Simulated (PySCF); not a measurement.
**Spinor energies of Ba (barium, neutral)**

Start: [Xe] 6s2. Calculated with PySCF 2.14 in x2c-TZVPall-2c with one added diffuse shell each of s, p, d type (12s12p10d1f, 105 functions): generalised Hartree-Fock with the X2C-1e Hamiltonian and a Gaussian nucleus; one run each with spin-orbit coupling (SO) switched off, then screened by Boettger's factors.

```tsv
spinor shell	electrons	ε, spin-free (eV)	ε, screened SO (eV)	weight of nominal j (screened SO)	rms radius, screened SO (bohr)
1s1/2	2	-37624.7	-37620.2	1.000	0.0292
2s1/2	2	-6053.7	-6052.3	1.000	0.119
2p1/2	2	-5421.5	-5688.0	1.000	0.102
2p3/2	4	-5421.5	-5303.0	1.000	0.108
3s1/2	2	-1323.4	-1323.0	1.000	0.311
3p1/2	2	-1116.0	-1168.8	1.000	0.303
3p3/2	4	-1116.0	-1092.3	1.000	0.315
3d3/2	4	-814.96	-824.35	1.000	0.287
3d5/2	6	-814.96	-808.28	1.000	0.290
4s1/2	2	-279.04	-278.92	1.000	0.715
4p1/2	2	-209.32	-220.39	1.000	0.744
4p3/2	4	-209.32	-204.31	1.000	0.770
4d3/2	4	-104.89	-106.50	1.000	0.856
5s1/2	2	-43.635	-43.616	1.000	1.76
5p1/2	2	-24.453	-26.030	1.000	1.99
5p3/2	4	-24.453	-23.739	1.000	2.08
6s1/2	2	-4.440	-4.441	1.000	5.42
```

(1) Where does 4d5/2 lie, and what is the 4d spin-orbit splitting (screened SO)?

```tsv
quantity	spin-free	screened SO
E (hartree)	-8130.19618	-8133.26407
M_J	0	0
⟨J²⟩	0.000	0.000
⟨L²⟩	0.000	0.036
⟨S²⟩	0.000	0.036
```

Breit and QED terms are absent; they matter most for the inner s and p1/2 levels.

Densities and radii are taken from the X2C orbitals without a picture-change correction, which distorts them close to the nucleus.

Without spin-orbit coupling the j labels of p, d and f shells carry no meaning; the spin-free column gives the mean over the occupied spinors of each nl shell.

Results:

(1) At -103.72 eV, 2.786 eV above 4d3/2.
